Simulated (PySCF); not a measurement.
First SCF of a structure search on quartet H₂CuO, at a hand-made T-shaped (ligand arrangement 1) geometry. PySCF input:

```python
from pyscf import gto, scf, dft
mol = gto.M(atom='''
Cu     0.000000     0.000000     0.000000
O     -1.719000     0.000000     0.060000
H      0.000000     0.000000     1.440000
H      1.439100     0.000000     0.050300''',
    basis={'Cu': 'def2-TZVP', 'O': 'def2-TZVP', 'H': 'def2-TZVP'},
    charge=0, spin=3)
mf = dft.UKS(mol, xc='PBE0')
mf.grids.atom_grid = (50, 194)
aux = {'Cu': 'def2-universal-JKFIT', 'O': 'def2-universal-JKFIT', 'H': 'def2-universal-JKFIT'}
mf = mf.density_fit(auxbasis=aux)
mf.conv_tol = 1e-08
mf.diis_space = 10
mf.max_cycle = 60
mf.init_guess = 'minao'
mf.verbose = 4
mf.kernel()
```

Excerpt of the output (cycles alone):

```
init E= -1716.06275274296
cycle= 1 E= -1712.12655313305  delta_E= 3.94  |g|= 4.36  |ddm|= 2.06
cycle= 2 E= -1697.47538460733  delta_E= 14.7  |g|= 8.16  |ddm|= 7.12
cycle= 3 E= -1715.0522265769  delta_E= -17.6  |g|= 2.44  |ddm|=  5.9
cycle= 4 E= -1709.59439679642  delta_E= 5.46  |g|= 2.68  |ddm|= 6.43
cycle= 5 E= -1716.2344531413  delta_E= -6.64  |g|= 0.584  |ddm|= 6.78
cycle= 6 E= -1716.38183657997  delta_E= -0.147  |g|= 0.264  |ddm|= 0.639
cycle= 7 E= -1716.39407839641  delta_E= -0.0122  |g|= 0.187  |ddm|= 0.182
cycle= 8 E= -1716.39987349527  delta_E= -0.0058  |g|= 0.158  |ddm|= 0.0473
cycle= 9 E= -1716.41424084802  delta_E= -0.0144  |g|= 0.0692  |ddm|= 0.177
cycle= 10 E= -1716.41622116717  delta_E= -0.00198  |g|= 0.0525  |ddm|= 0.0781
cycle= 11 E= -1716.41674921933  delta_E= -0.000528  |g|= 0.0325  |ddm|= 0.0194
cycle= 12 E= -1716.41727886193  delta_E= -0.00053  |g|= 0.0088  |ddm|= 0.0459
cycle= 13 E= -1716.41738304954  delta_E= -0.000104  |g|= 0.00977  |ddm|= 0.0203
cycle= 14 E= -1716.41752258748  delta_E= -0.00014  |g|= 0.00354  |ddm|= 0.035
cycle= 15 E= -1716.41753697821  delta_E= -1.44e-05  |g|= 0.000897  |ddm|= 0.00857
cycle= 16 E= -1716.41754025794  delta_E= -3.28e-06  |g|= 0.000477  |ddm|= 0.00478
cycle= 17 E= -1716.41754124079  delta_E= -9.83e-07  |g|= 0.000258  |ddm|= 0.00205
cycle= 18 E= -1716.41754179539  delta_E= -5.55e-07  |g|= 0.000135  |ddm|= 0.00221
cycle= 19 E= -1716.41754194908  delta_E= -1.54e-07  |g|= 8.38e-05  |ddm|= 0.000898
cycle= 20 E= -1716.41754203327  delta_E= -8.42e-08  |g|= 6.24e-05  |ddm|= 0.000778
cycle= 21 E= -1716.4175420668  delta_E= -3.35e-08  |g|= 2e-05  |ddm|= 0.000681
cycle= 22 E= -1716.41754206908  delta_E= -2.28e-09  |g|= 7.77e-06  |ddm|= 0.000152
Extra cycle  E= -1716.41754206918  delta_E= -1.08e-10  |g|= 1.89e-05  |ddm|= 2.02e-05
converged SCF energy = -1716.41754206918  <S^2> = 3.7671186  2S+1 = 4.0085501
```

No lower solution of this spin was found from smeared starts or by a stability analysis within the unrestricted form.

Open d and f shells are described by one determinant, and the ground state may have another occupation or spin.

The search for the lowest solution, 3 starts and the stability check together, took 8 s on 4 threads of a shared Arm Neoverse V1 host, with 88 basis functions; the process peaked at 0.43 GiB. Launch command: `OMP_NUM_THREADS=4 python axn.py task.json out`.
